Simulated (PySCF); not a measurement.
# What a mistake does to a calculation on BH4OSi anion

These are calculations, not measurements. The program is PySCF 2.14.0, an open-source quantum chemistry code, run on an isolated molecule that a program drew, which may never have been made. The molecule is BH4OSi anion (charge -1, singlet), drawn as the SMILES string `OB[SiH2-]`.

Each row is a Hartree-Fock (HF) and frozen-core CCSD(T) single point in the aug-cc-pV(D+d)Z basis, meant for a local HF minimum. Run 1 is clean. Each other run has one planted mistake out of seven kinds, and not every kind appears here: one electron removed, one electron added, multiplicity raised by two, geometry at a saddle point, minimal basis STO-3G, one bond length entered in bohr, all coordinates scaled. The reference is restricted for singlets and unrestricted otherwise, and also for a bond in bohr. Adding or removing an electron swaps singlet and doublet. Electrons count all cores. HOMO and LUMO are orbital energies over both spins, the gradient is its largest component, and the lowest frequency (negative if imaginary) is given only where the gradient is small. Bond lengths are over the 6 bonds as drawn. T1 is the CCSD diagnostic: over 0.02 (restricted) or 0.045 (unrestricted) a single reference is doubtful.

Geometry of the clean run:
```xyz
7
BH4OSi anion, angstrom
O     0.6300    1.6894   -2.1760
B     0.3351    2.3430   -0.9797
Si    1.6949    3.0371    0.3328
H    -0.1333    1.5834   -2.7153
H    -0.8552    2.6269   -0.8564
H     2.7957    1.9851    0.3891
H     0.9989    2.8038    1.6693
```

```
run  electrons  basis functions  <S^2>  HOMO (eV)  LUMO (eV)  gradient (hartree/bohr)  lowest frequency (cm^-1)  mean bond (Å)  longest bond (Å)      T1  HF (hartree)  CCSD(T) (hartree)                          mistake
  1         32              114  0.000      -1.58       3.55                  1.2e-05                       260         1.4378             2.013  0.0205    -390.82718         -391.29412                         no fault
  2         32              114  0.888      -1.99       3.73                  2.6e-02                         -         1.5773             2.013  0.0920    -390.71625         -391.18082  one bond length entered in bohr
  3         32              114  0.000      -0.89       3.71                  2.1e-05                      -418         1.4117             1.923  0.0174    -390.81694         -391.28723                                ?
  4         32              114  2.012       0.79       2.72                  5.7e-02                         -         1.4378             2.013  0.0384    -390.77656         -391.21242                                ?
```

**Which mistake was planted in run 3, and what did it cost?**

The gradient is small, so the point is stationary, but the lowest frequency is imaginary (-418 cm^-1). So the mistake is: geometry at a saddle point. Subtracting run 1 and multiplying by 627.51 kcal/mol a hartree, the energy moved by 6.4 kcal/mol in HF and 4.3 kcal/mol in CCSD(T).

**Which mistake was planted in run 4, and what did it cost?**

Electrons, basis and geometry are unchanged, and <S^2> is 2.012, beside S(S+1) = 2.00 for a multiplicity of 3. So the mistake is: multiplicity raised by two. Subtracting run 1 and multiplying by 627.51 kcal/mol a hartree, the energy moved by 31.8 kcal/mol in HF and 51.3 kcal/mol in CCSD(T).

Cautions from the logs. Run 1: T1 is over the limit, so its CCSD(T) energy is less reliable; run 2: T1 is over the limit, so its CCSD(T) energy is less reliable; run 4: the HOMO is above zero, so the electron isn't bound and the energy depends on the basis.
